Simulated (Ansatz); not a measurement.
Input for Ansatz (development build ahead of 0.2.0):

```yaml
crystal:
  periodic: [false, false, false]
  atoms:
    - { symbol: H, position_ang: [1.5983, -0.00245, -0.00036] }
    - { symbol: H, position_ang: [1.29616, 0.93934, 0.00218] }
    - { symbol: H, position_ang: [0.49333, 1.5244, -0.00065] }
    - { symbol: H, position_ang: [-0.49646, 1.52259, -0.00202] }
    - { symbol: H, position_ang: [-1.292, 0.94108, 0.00165] }
    - { symbol: H, position_ang: [-1.59968, -0.00149, -0.00258] }
    - { symbol: H, position_ang: [-1.29711, -0.9396, -0.00103] }
    - { symbol: H, position_ang: [-0.49574, -1.52024, -0.00227] }
    - { symbol: H, position_ang: [0.49234, -1.5229, 0.00178] }
    - { symbol: H, position_ang: [1.29568, -0.94299, -0.00102] }
basis:
  gaussian: { orbitals: def2-SVP }
total_charge: 1
magnetization:
  spin_polarized: true
  initial_magnetization: 1
hamiltonian:
  xc: hf
correlation:
  method: mp2
  frozen_orbitals: { H: 0 }
output:
  forces: true
```

The input is written out in the form of the current development build from the run's settings.

The run gave:

```
Converged                       : yes
Reference energy                : -5.03429 hartree
Correlation energy              : -0.16287 hartree
Total energy                    : -5.19716 hartree
Spin squared of the determinant : 0.819
Stability test                  : minimum
```

Forces (eV/Å):
```json
{"atom": "H1", "Fx": "-0.073", "Fy": "3.043", "Fz": "0.007"}
{"atom": "H2", "Fx": "1.614", "Fy": "-2.296", "Fz": "-0.005"}
{"atom": "H3", "Fx": "-1.585", "Fy": "0.089", "Fz": "-0.001"}
{"atom": "H4", "Fx": "-0.316", "Fy": "0.048", "Fz": "0.005"}
{"atom": "H5", "Fx": "1.480", "Fy": "1.449", "Fz": "-0.003"}
{"atom": "H6", "Fx": "0.073", "Fy": "-3.000", "Fz": "-0.001"}
{"atom": "H7", "Fx": "-1.636", "Fy": "2.293", "Fz": "-0.002"}
{"atom": "H8", "Fx": "1.631", "Fy": "-0.119", "Fz": "0.003"}
{"atom": "H9", "Fx": "0.325", "Fy": "-0.041", "Fz": "-0.007"}
{"atom": "H10", "Fx": "-1.513", "Fy": "-1.465", "Fz": "0.003"}
```

Caution: bonds are stretched, where a single reference can fail.
